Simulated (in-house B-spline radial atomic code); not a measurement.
A fraction x of an electron is removed from 3d in Ni2+, starting from [Ar] 3d8 and keeping the highest spin. Method: scalar-relativistic (X2C) r2SCAN0, spin-polarised, spherical fractional occupations, Fermi nucleus of rms radius 3.7757 fm. Calculated with a radial B-spline atomic code at the basis-set limit.

Caution: exact exchange at fractional occupations of open shells leaves self-interaction of up to several eV.

| x | E(x) - E(0) (eV) | 3d down level (eV) |
| --- | --- | --- |
| 0 | 0.0000 | -27.297 |
| 0.1 | 2.8068 | -28.844 |
| 0.17 | 4.8642 | -29.942 |
| 0.32 | 9.5344 | -32.336 |
| 0.47 | 14.5678 | -34.785 |
| 0.5 | 15.6188 | -35.282 |
| 0.55 | 17.4037 | -36.113 |
| 0.69 | 22.6242 | -38.473 |
| 0.84 | 28.5877 | -41.050 |
| 0.98 | 34.5056 | -43.499 |
| 1 | 35.3791 | -43.852 |

The exact functional would give a straight line between the two integer points. Deviations E(x) - E(0) - x[E(1) - E(0)], in eV: -0.731 at x = 0.1, -1.15 at x = 0.17, -1.787 at x = 0.32, -2.06 at x = 0.47, -2.071 at x = 0.5, -2.055 at x = 0.55, -1.787 at x = 0.69, -1.131 at x = 0.84, -0.166 at x = 0.98.

The curve lies below the straight line by up to 2.071 eV (at x = 0.5): convex, the delocalisation error, to which spherically averaged exact exchange adds.

(1) How well does Slater's transition state (minus the level at half occupation) give the ionisation energy?

Results:

(1) It gives 35.282 eV against 35.379 eV from the two total energies; NIST lists 35.19 eV, ground level to ground level. The end point has an open shell averaged over its orbitals, so its exact exchange keeps a self-interaction and this is no true integer point.
